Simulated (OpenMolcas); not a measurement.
# Ir5+: moving or changing the point charges

Ir5+ among 4 point charges of -2.5 e arranged as a tetrahedron (Td), 2.21 Å from the ion.

```json
{
  "Program": "OpenMolcas",
  "Method": "SS-CASPT2, IPEA 0.25 Eh, imaginary shift 0.1 Eh (closed shells correlated: 4f 5s 5p)",
  "Basis": "ANO-RCC-VTZP [8s7p5d3f1g]",
  "Scalar Hamiltonian": "DKH2, point nucleus",
  "Active space": "4 electrons in 5 orbitals (5d)",
  "State averaging": "2S+1 = 5 even, 5 roots; 2S+1 = 3 even, 45 roots; 2S+1 = 1 even, 50 roots",
  "Spin-orbit coupling": "RASSI with atomic mean-field integrals over the reference wave functions"
}
```

Runs around this geometry, states (labels of Td). Energies in cm-1 above the lowest state or level, χT in cm3 K/mol; under a threefold ground state the first gap can be a small split of the lowest multiplet, not the spin-orbit step.

```tsv
R (Å)	q (e)	Ground state	First state of that spin	First gap with spin-orbit (degeneracies)	χT at 300 K	First state of another spin
2.21	-1.62	5T2	5E 1830	5810 (1, 3)	0.040	3T1 17500
2.08	-2.5	5T2	5E 3200	5720 (1, 3)	0.043	3T1 16520
2.21	-2.5	5T2	5E 2510	5750 (1, 3)	0.042	3T1 17100
2.3	-2.5	5T2	5E 2160	5780 (1, 3)	0.041	3T1 17340
```

Taking the first state of the same spin as R^-n, n = -ln(2160 / 3200) / ln(2.3 / 2.08) = 3.9 between the shortest and longest distance.

Scaling the charges by -1.62 / -2.5 = 0.65 scales the first state of the same spin by 1830 / 2510 = 0.73; with fixed orbitals a first-order splitting would follow the charge.

Roots that are degenerate in the reference are averaged as groups; the widest CASPT2 spread within a group is 490 cm-1 (the 3-fold group of multiplicity 3 near 44900 cm-1 above the lowest state of its run, R = 2.08, q = -2.5). Shifts and gaps below about the spread of the groups concerned are not significant. Point charges give a weaker field than real ligands, and real ions of this kind are as a rule low spin; the high spin found here belongs to the model. The ground term spreads over less than 5000 cm-1, several times less than with real ligands, so orbital moments are less quenched and χT lies further from the spin-only value than at real sites. Free-ion shares, where given, are those of the reference states; single-state CASPT2 does not remix them. Spin-orbit coupling mixes the spin-free states strongly: the lowest level takes only 40 % from its leading state, 5T2 (figures for R = 2.21, q = -1.62; the like holds for R = 2.08, q = -2.5, R = 2.21, q = -2.5, R = 2.3, q = -2.5). Point charges carry no covalency, so the field is a model and not that of real ligands. No measured value stands beside these numbers.
